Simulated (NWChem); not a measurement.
System: C$_{3}$HClF$_{2}$; SMILES C(F)=C=C(Cl)F

All runs: NWChem. The level has its own optimisation; frequencies are unscaled. Brackets give each atom's bonded neighbours.

**Question.** Predict the results for PBE-D3(BJ)/def2-SVP. Quantities: r C–F [C(CFH)–F(C)] (Å); r C–C [C(CC)–C(CFH)] (Å); r C–H (Å); r C–C [C(CC)–C(CClF)] (Å); highest harmonic frequency (cm⁻¹); lowest (cm⁻¹); zero-point energy (kcal/mol); dipole (D).

**Answer.** 
```json
{
  "r C–F [C(CFH)–F(C)] (Å)": "1.344",
  "r C–C [C(CC)–C(CFH)] (Å)": "1.318",
  "r C–H (Å)": "1.106",
  "r C–C [C(CC)–C(CClF)] (Å)": "1.316",
  "highest harmonic frequency (cm⁻¹)": "3087",
  "lowest (cm⁻¹)": "99",
  "zero-point energy (kcal/mol)": "19.8",
  "dipole (D)": "1.19"
}
```
